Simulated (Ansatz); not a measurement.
`[OH][W]([OH])([Cl])([Cl])([Cl])[Cl]` + H–F → `[OH][W]([OH])([F])([Cl])([Cl])[Cl]` + HCl  (ligand exchange at a W–Cl bond)

Computed with Ansatz on PBE0-D4/def2-TZVP structures; ΔE is electronic, products minus reactants. CBS: MP2 limit from def2 TZ/QZ plus the TZ coupled-cluster correction, frozen cores. This one scheme is used for every species. Functionals use def2-TZVPP. Elements past krypton have def2 core potentials. For W outer-core shells are correlated without core-valence functions, which leaves a few kJ/mol of doubt a bond. One conformer a species, not always the lowest.

`[OH][W]([OH])([Cl])([Cl])([Cl])[Cl]`:

Cartesian coordinates in Å:
```
O -1.817 0.009 -0.149
W -0.028 -0.005 0.299
O 1.813 -0.010 0.191
Cl 0.195 0.035 -2.078
Cl -0.027 2.303 0.416
Cl -0.241 -0.043 2.569
Cl -0.043 -2.316 0.337
H -2.246 0.025 -1.009
H 2.394 0.002 -0.575
```

H–F:

Cartesian coordinates in Å:
```
F 0.340 -0.122 -0.284
H -0.340 0.122 0.284
```

`[OH][W]([OH])([F])([Cl])([Cl])[Cl]`:

```xyz
9

O    -0.805   -0.655    1.304
W     0.230   -0.076   -0.142
O    -0.117    1.687    0.233
F     0.298   -1.895   -0.562
Cl    1.606    0.280   -1.955
Cl   -1.607    0.013   -1.577
Cl    2.123   -0.122    1.158
H    -0.950   -1.587    1.499
H    -0.778    2.356    0.043
```

HCl:

```xyz
2

Cl   -0.038    0.628   -0.114
H     0.038   -0.628    0.114
```

| level | ΔE (kJ/mol) |
| --- | --- |
| PBE-D4 | -13.5 |
| ωB97M-V | -25.2 |
| HF/def2-TZVPP | -39.7 |
| SCS-MP2/def2-QZVPP | -3.0 |

Question: What does CCSD(T)/CBS give? (Estimate.)

Answer: The calculation gave: -6.7 kJ/mol. The listed levels differ from it by -6.8, -18.5, -33.0, 3.7 kJ/mol.

Largest T1 diagnostic among the species: 0.023, so the coupled-cluster value is less sure than usual.

The D4 term adds +10.7 kJ/mol with B3LYP and +5.7 kJ/mol with PBE0; it sums over pairs of atoms, weighted by their polarisabilities, and B3LYP, whose exchange is more repulsive, gets the larger term. In def2-TZVPP, CCSD(T) changes the Hartree–Fock value by +25.1 kJ/mol (the triples alone add +6.6 kJ/mol) and MP2 by +44.7 kJ/mol.

B3LYP here is the variant with VWN-RPA as its local correlation; programs differ in this.
